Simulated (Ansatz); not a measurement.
Calculated with Ansatz (gas phase, PBE0-D4/def2-TZVP geometries, no zero-point term in ΔE). CCSD(T)/CBS is the MP2 limit (def2-TZVPP, def2-QZVPP) plus CCSD(T) − MP2 in def2-TZVPP, frozen cores. Functionals use def2-TZVPP. B3LYP here is the variant with VWN-RPA as its local correlation; programs differ in this. HSE06 is defined as in plane-wave codes. Elements past krypton have def2 core potentials. For Br, In outer-core shells are correlated without core-valence functions, which leaves a few kJ/mol of doubt a bond. Scalar relativity is left out up to krypton. Each species was taken in one conformer, which may not be the lowest.

Consider the redistribution: `O[Si](Cl)(Br)Br` + `[F][InH][Cl]` → `O[Si](F)(Br)Br` + `[Cl][InH][Cl]`.

```tsv
level	ΔE (kJ/mol)	difference from CCSD(T)/CBS
LDA (SPW92)	-101.2	4.2
PBE-D4	-92.0	13.4
BLYP-D4	-94.2	11.2
B97M-V	-105.6	-0.2
PBE0-D4	-102.3	3.1
B3LYP-D4	-103.4	2.0
r2SCANh-D4	-106.7	-1.3
HSE06-D4	-102.5	2.9
BHLYP-D4	-114.2	-8.8
CAM-B3LYP-D4	-107.3	-1.9
ωB97X-V	-102.9	2.5
ωB97M-V	-105.0	0.4
PBE-QIDH	-108.8	-3.4
PBE	-94.6	10.8
revPBE	-93.1	12.3
BLYP	-99.8	5.6
r2SCAN	-104.4	1.0
PBE0	-104.5	0.9
B3LYP	-107.8	-2.4
r2SCANh	-107.3	-1.9
r2SCAN0	-111.3	-5.9
HSE06	-104.6	0.8
CAM-B3LYP	-109.7	-4.3
LC-ωPBE	-99.9	5.5
RPA@PBE/def2-TZVPP	-106.9	-1.5
HF/def2-SVP	-119.5	-14.1
MP2/def2-SVP	-96.5	8.9
CCSD/def2-SVP	-102.2	3.2
CCSD(T)/def2-SVP	-100.4	5.0
HF/def2-TZVPP	-129.7	-24.3
MP2/def2-TZVPP	-106.8	-1.4
SCS-MP2/def2-TZVPP	-108.3	-2.9
CCSD/def2-TZVPP	-114.0	-8.6
CCSD(T)/def2-TZVPP	-110.1	-4.7
HF/def2-QZVPP	-129.5	-24.1
MP2/def2-QZVPP	-104.1	1.3
SCS-MP2/def2-QZVPP	-105.9	-0.5
HF/CBS(def2)	-129.5	-24.1
MP2/CBS(def2)	-102.2	3.2
CCSD/CBS(def2)	-109.3	-3.9
CCSD(T)/CBS	-105.4	0
```

What do rigid-rotor, harmonic-oscillator terms from PBE0-D4/def2-TZVP frequencies (298.15 K, 1 bar) make of the CCSD(T)/CBS value? (Estimate.)

Computed: ΔZPE = +1.7 kJ/mol, ΔH = -104.2 kJ/mol, ΔS = -6 J/(mol·K), ΔG = -102.3 kJ/mol.

Largest T1 diagnostic among the species: 0.015.

From r2SCAN to r2SCAN0 (25 % exact exchange), in def2-TZVPP and without D4, ΔE moves by −7.0 kJ/mol. In def2-TZVPP, CCSD(T) changes the Hartree–Fock value by +19.6 kJ/mol (the triples alone add +3.9 kJ/mol) and MP2 by +22.9 kJ/mol. At CCSD(T), def2-SVP lies +5.0 kJ/mol from the extrapolated value and def2-TZVPP −4.7 kJ/mol.
